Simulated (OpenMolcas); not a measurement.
A calculation on Rh III.

| Item | Value |
| --- | --- |
| Program | OpenMolcas 26.06 |
| Method | SS-CASPT2, IPEA 0.25 Eh, imaginary shift 0.1 Eh (closed shells correlated: 4s 4p) |
| Basis | ANO-RCC-VTZP [7s6p4d2f1g] |
| Scalar Hamiltonian | DKH2, point nucleus |
| Active space | 7 electrons in 6 orbitals (4d 5s) |
| State averaging | 2S+1 = 4 even, 60 roots; 2S+1 = 6 even, 5 roots kept (CI in the orbitals of an earlier block); 2S+1 = 2 even, 110 roots kept (CI in the orbitals of an earlier block) |
| Spin-orbit coupling | state interaction with AMFI integrals over the reference wave functions, term energies averaged over their components |

Task: Which level of the active space comes out lowest?

Result: 4d⁷ ⁴F_9/2, with 98 % of that term; it is also the measured ground level.

Task: How high does 4d⁷ ²H_9/2 lie?

Result: 20410 cm⁻¹ above the lowest level.

Task: How high does 4d⁷ ²D_5/2(1) lie?

Result: 18640 cm⁻¹ above the lowest level.

Task: How high does 4d⁷ ⁴F_7/2 lie?

Result: 2220 cm⁻¹ above the lowest level; measured 2148 cm⁻¹ above the ground level, so the calculation is off by +4 %.

Task: The level at 16320 cm⁻¹ has J = 3/2. What is it made of, and what is its g factor?

Result: 54 % 4d⁷ ²P_3/2, 23 % 4d⁷ ²D(1), 22 % 4d⁷ ⁴P; g = 1.282, against 1.334 from Landé's formula for the pure leading term.

Measured values: the list in Shadmi, J. Res. Natl. Bur. Stand. 70A, 435 (1966).

CASPT2 breaks the degeneracy within a term, and the mean is taken; among the terms shown or strongly mixed into the levels shown the widest spread is 440 cm-1 (4d⁷ ⁴F). Terms from blocks run as CI alone lack orbitals of their own. The CASPT2 spread within a term exceeds the gap to the next term for 4d⁷ ²H and 4d⁷ ²D(1), so the order of their levels is uncertain. Measured partners are found by configuration, term and J. A level has none where our copy of the source lacks it or the pairing is in doubt (some pairs that miss far off the trend of their configuration count as doubtful), and it then counts in no deviation. Only configurations of the active space appear.

A number in round brackets counts repeated terms of one configuration in the order of the reference energies.
